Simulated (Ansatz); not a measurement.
Molecule: CuF, charge 0, multiplicity 3. The spin state was set by rule; other spins were not relaxed. 
Geometry from a B3LYP-D3(BJ)/def2-TZVP (Ansatz, a program for electronic structure) optimisation:
```xyz
2

Cu     0.0000     0.0000    -0.4180
F      0.0000     0.0000     1.3470
```
Charge 0, spin multiplicity 3.

Parts of the frozen-core correlation energy in def2-SVP (Ansatz, hartree). Frozen orbitals: 10; correlated occupied orbitals by spin: 10 and 8; virtual: 25 and 27. UHF or UKS for open shells. No spin-orbit coupling. No relativistic terms.

```tsv
term	value
reference (HF)	-1738.05853
MP2 opposite-spin	?
MP2 same-spin	-0.13132
CCSD correlation	?
(T)	?
CCSDT minus CCSD(T)	-0.00016
T1 diagnostic	0.028
largest doubles amplitude	0.036
<S^2> of the reference	2.003
```

Task: Complete the blanks.

Result: 
- MP2 opposite-spin, value: -0.26341
- CCSD correlation, value: -0.39343
- (T), value: -0.00992
